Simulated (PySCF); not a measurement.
Input file for PySCF: R-B3LYP/6-31G* on H5PSe (a complex), monomers drawn apart or pushed together.

```python
from pyscf import gto, scf, dft, mp
from pyscf.data.elements import chemcore

mol = gto.M(
    atom='''
    P     0.11565038    0.07616293   -0.17248011
    H    -0.63776474    1.26483832   -0.00582678
    H     0.20601362    0.21841078   -1.58161171
    H    -1.03240589   -0.75251457   -0.23360111
    Se    0.29971290    0.12036161    4.00887270
    H    -0.01336513   -0.36859553    5.36219156
    H     1.00891816   -1.12243596    3.67739905
    ''',
    basis='6-31g*',
    cart=True,
    charge=0, spin=0, verbose=3, max_memory=1800)
mf = dft.RKS(mol, xc='b3lyp')
mf.conv_tol = 1e-8
mf.max_cycle = 100
mf.kernel()
if not mf.converged:
    mf = mf.newton().run(mf.mo_coeff, mf.mo_occ)
```

Problem. Give the final energy of this run.

Solution. -2745.6304 hartree.
